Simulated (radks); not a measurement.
Results of a calculation; reference values are marked as such.
Ge I, 32 electrons, occupied as [Ar] 3d10 4s2 4p2. Level of theory: scalar-relativistic Kohn-Sham, r2SCAN, spin-polarised, spherical densities, finite nucleus; open shells are filled with parallel spins first; meta-GGA in the generalised Kohn-Sham scheme; Fermi nuclear charge, rms radius 4.0742 fm (a radial shooting solver on a logarithmic mesh with Libxc functionals). Some entries of the table are withheld. Estimate them.

orbital  occ.  eigenvalue (Ry)  <1/r> (bohr^-1)  <r^2> (bohr^2)
1s up       1        -807.8918            32.38        0.002975
1s down     1        -807.8854            32.38        0.002975
2s down     1        -101.7018            7.123         0.05191
2s up       1        -101.7015            7.123         0.05192
2p up       3        -88.72407            6.968         0.04135
2p down     3        -88.72022            6.968         0.04135
3s up       1        -12.74290            2.286          0.4478
3s down     1        -12.73862            2.285          0.4479
3p up       3         -8.72598              (1)          0.4919
3p down     3         -8.72082              (2)          0.4915
3d up       5         -2.19594            1.778          0.7003
3d down     5         -2.18470            1.784          0.6867
4s up       1         -0.94376           0.6083           5.334
4s down     1         -0.79948           0.6233           5.128
4p up       2         -0.34302           0.4602           9.335
4p down     0         -0.16935           0.4832           8.422

Answer. 
(1) 3p up <1/r> (bohr^-1): 2.129
(2) 3p down <1/r> (bohr^-1): 2.129
